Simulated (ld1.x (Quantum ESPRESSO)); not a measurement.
# u(r) = r·R(r): atom against pseudo-atom (Si)

Columns: radius, all-electron u(r) and pseudo u(r) of the 3s shell (level -10.81 eV) of silicon in the configuration [Ne] 3s2 3p2; PBE, scalar-relativistic, TM scheme, ld1.x (Quantum ESPRESSO) 7.5.

```csv
r (bohr),all-electron,pseudo
0.120,0.0758,0.0797
0.240,-0.2149,0.1462
0.360,-0.3361,0.1902
0.480,-0.2950,0.2122
0.600,-0.1642,0.2235
0.720,0.0009,0.2405
0.840,0.1671,0.2791
0.960,0.3172,0.3496
1.080,0.4438,0.4470
1.200,0.5450,0.5450
1.320,0.6222,0.6222
1.440,0.6778,0.6778
1.560,0.7139,0.7139
1.680,0.7331,0.7331
1.800,0.7382,0.7382
1.920,0.7318,0.7318
2.040,0.7163,0.7163
2.160,0.6939,0.6939
2.280,0.6663,0.6663
2.400,0.6352,0.6352
2.520,0.6017,0.6017
2.640,0.5670,0.5670
2.760,0.5318,0.5318
2.880,0.4968,0.4968
3.000,0.4625,0.4625
3.120,0.4292,0.4292
```

**Question.** How many radial nodes do the two functions have?

**Answer.** The all-electron 3s function has n − l − 1 = 2; the pseudo-wave has 0, since the states of the same l below it are removed with the core.

**Question.** At about which radius was the pseudo-wave matched?

**Answer.** 1.25 bohr, where the columns begin to agree (steps of 0.12 bohr).

**Question.** Where does each function peak?

**Answer.** Outermost all-electron maximum near 1.80 bohr, pseudo maximum near 1.80 bohr (to the table’s step).

**Question.** Is the pseudo-wave norm-conserving?

**Answer.** Yes: the TM scheme keeps the norm inside the radius equal to the all-electron one, which fixes the energy derivative of the logarithmic derivative at the level.
